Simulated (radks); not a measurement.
The numbers below are computed, except where a source is named.
Task: Valence configurations of Zn III (all share [Ar]). Code: a radial shooting solver on a logarithmic mesh with Libxc functionals. Model: Dirac Kohn-Sham, BLYP, spin-unpolarised, spherical densities, point nucleus; open shells fill j = l - 1/2 first. Order these by energy: 3d9 4s0.5 4p0.5; 3d8 4s1.5 4p0.5; 3d8 4s2; 3d8.5 4s1.5; 3d10; 3d9 4p1; 3d6.5 4s1.5 4p2; 3d9 4s1; 3d9.5 4s0.5.

Result: From the lowest, in eV above it: 3d10 0.000; 3d9.5 4s0.5 4.259; 3d9 4s1 9.713; 3d9 4s0.5 4p0.5 13.619; 3d8.5 4s1.5 16.470; 3d9 4p1 17.561; 3d8 4s2 24.635; 3d8 4s1.5 4p0.5 28.843; 3d6.5 4s1.5 4p2 77.406. NIST lists [Ar] 3d10 as the ground configuration; this level of theory agrees among the configurations tried. The energies are those of spherical spin-averaged densities, not of single terms.
